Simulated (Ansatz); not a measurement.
`[SiH3]B[CH2][SnH3]` + HCl → `[SiH3]BCl` + `[CH3][SnH3]` at 400 K and 1 bar (ligand exchange at a B–C bond).

Calculated with Ansatz (gas phase, PBE0-D4/def2-TZVP geometries, no zero-point term in ΔE). CBS: MP2 limit from def2 TZ/QZ plus the TZ coupled-cluster correction, frozen cores. This one scheme is used for every species. def2 core potentials past Kr. For Sn outer-core shells are correlated without core-valence functions, which leaves a few kJ/mol of doubt a bond. One conformer a species, not always the lowest.

```json
{"species": "`[SiH3]B[CH2][SnH3]`", "CCSD(T)/CBS energy (Eh)": "-571.32551", "H − E (kJ/mol)": "261.0", "S (J/(mol·K))": "432.7"}
{"species": "HCl", "CCSD(T)/CBS energy (Eh)": "-460.38127", "H − E (kJ/mol)": "29.6", "S (J/(mol·K))": "195.4"}
{"species": "`[SiH3]BCl`", "CCSD(T)/CBS energy (Eh)": "-776.06195", "H − E (kJ/mol)": "123.7", "S (J/(mol·K))": "335.4"}
{"species": "`[CH3][SnH3]`", "CCSD(T)/CBS energy (Eh)": "-255.66383", "H − E (kJ/mol)": "170.6", "S (J/(mol·K))": "309.1"}
```

H − E and S are ideal-gas, rigid-rotor, harmonic terms from PBE0-D4/def2-TZVP, for one conformer and one mirror image of each species. 1 Eh = 2625.50 kJ/mol, R = 8.31446 J/(mol·K).

**Question.** By hand: ΔE, ΔH, ΔS and ΔG.

**Answer.** ΔE = (-776.06195) + (-255.66383) − (-571.32551) − (-460.38127) = -0.01900 Eh = -49.9 kJ/mol. Δ(H − E) = 123.7 + 170.6 − 261.0 − 29.6 = 3.7, so ΔH = -46.2 kJ/mol. ΔS = 335.4 + 309.1 − 432.7 − 195.4 = 16.4 J/(mol·K). ΔG = -46.2 − 400 × (16.4)/1000 = -52.8 kJ/mol.

**Question.** By hand: the equilibrium constant, and the temperature at which ΔG would vanish if ΔH and ΔS stayed fixed.

**Answer.** log₁₀ K = −ΔG/(RT ln 10) = 6.9. ΔH and −TΔS have one sign here, so there is no such temperature.

ΔH outweighs TΔS. A doubt of 5 kJ/mol in ΔE shifts log₁₀ K by 0.7 here. Other conformers and mirror images would add mixing entropy, several J/(mol·K) or more a flexible species. Modes under 60 cm⁻¹, often nearly free rotors, make the harmonic entropy too high. These are equilibria of isolated gas molecules and say nothing of rates. Largest T1 diagnostic: 0.014 (customary marks: 0.02 for closed shells, 0.045 for open ones).
